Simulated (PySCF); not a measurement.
C₆ coefficients of unlike pairs at M06-2X

Calculated with PySCF 2.14 from the dipole response of each species, C₆(A,B) = (3/π) ∫ α_A(iu) α_B(iu) du, in atomic units, from isotropic polarisabilities. For ions this is the dispersion term alone; charge-induced terms of lower order in 1/R come first.

```json
{"species": "Ne⁺", "configuration": "[He] 2s2 2p5 (2P)", "basis": "aug-cc-pVQZ with one added diffuse shell each of s, p, d, f, g type (7s6p5d4f3g)", "relativity": "none", "α (bohr³)": "1.335", "C₆ (like pair)": "2.313"}
{"species": "In", "configuration": "[Kr] 4d10 5s2 5p1 (2P)", "basis": "aug-cc-pwCVTZ-DK3 (10s9p7d4f1g)", "relativity": "spin-free X2C", "α (bohr³)": "67.10", "C₆ (like pair)": "667.0"}
{"species": "B", "configuration": "[He] 2s2 2p1 (2P)", "basis": "aug-cc-pVTZ with one added diffuse shell each of s, p, d, f type (6s5p4d3f)", "relativity": "none", "α (bohr³)": "22.39", "C₆ (like pair)": "106.0"}
{"species": "Ge²⁺", "configuration": "[Ar] 3d10 4s2 (1S)", "basis": "x2c-QZVPPall with one added diffuse shell each of s, p, d, f type (12s9p6d5f1g)", "relativity": "spin-free X2C", "α (bohr³)": "9.402", "C₆ (like pair)": "34.37"}
```

Estimate C₆ for In with Ne⁺.

The integral gives 27.58. The combination rule 2 C_A C_B / (C_A α_B/α_A + C_B α_A/α_B) gives 23.82 and the geometric mean 39.28.

No spin-orbit coupling is included.

The other pairs:

```tsv
pair	C₆
Ge²⁺, Ne⁺	7.879
B, In	263.1
B, Ne⁺	11.24
Ge²⁺, In	140.6
Ge²⁺, B	57.56
```
